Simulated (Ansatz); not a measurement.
A structure relaxed at PBE0-D4/def2-TZVP, charge 0, multiplicity 1:

| atom | x (Å) | y (Å) | z (Å) |
| --- | --- | --- | --- |
| Si1 | -1.167 | -1.491 | 0.988 |
| Si2 | -0.892 | 0.591 | -0.044 |
| B3 | 0.804 | 0.538 | -1.134 |
| C4 | 1.998 | 1.357 | -0.706 |
| S5 | 2.536 | 0.051 | 0.102 |
| H6 | -0.022 | -1.758 | 1.902 |
| H7 | -2.423 | -1.554 | 1.785 |
| H8 | -1.204 | -2.565 | -0.041 |
| H9 | -0.841 | 1.640 | 1.017 |
| H10 | -2.078 | 0.873 | -0.906 |
| H11 | 0.817 | -0.014 | -2.196 |
| H12 | 2.473 | 2.331 | -0.767 |

**Question.** Give its formula and SMILES.

**Answer.** CH7BSSi2, `[SiH3][SiH2]BC=S`.

**Question.** Summarise the bond lengths by kind.

**Answer.** 1 × Si–Si 2.340 Å; 5 × H–Si 1.488 to 1.493 Å; 1 × B–Si 2.016 Å; 1 × B–C 1.510 Å; 1 × B–H 1.198 Å; 1 × C–S 1.627 Å; 1 × C–H 1.086 Å.

Computed with Ansatz.
